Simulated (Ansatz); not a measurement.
```yaml
crystal:
  periodic: [false, false, false]
  atoms:
    - {symbol: N, position_ang: [1.424464, -1.024590, 1.299042]}
    - {symbol: C, position_ang: [0.675107, -0.489614, 0.607511]}
    - {symbol: B, position_ang: [-0.320211, 0.221000, -0.313158]}
    - {symbol: Cl, position_ang: [-1.680417, -0.657815, -0.913950]}
    - {symbol: Cl, position_ang: [-0.049143, 1.877420, -0.720845]}
basis:
  gaussian: {orbitals: def2-TZVPP}
hamiltonian: {xc: {name: HF}}
correlation: {method: mp2, frozen_orbitals: {N: 0}}
output: {forces: true}
```

```sh
$ ansatz run in.yaml --threads 2 --pin off --events-out ev --progress --plain --max-ram 22528MiB --backend cpu
```

Shortened log:

```
Functional definition: HF
Error: "frozen_orbitals" has no count for C
```

In this input frozen orbitals are typed for one element alone, and the program wants a count for each. The input was rejected before any iteration.
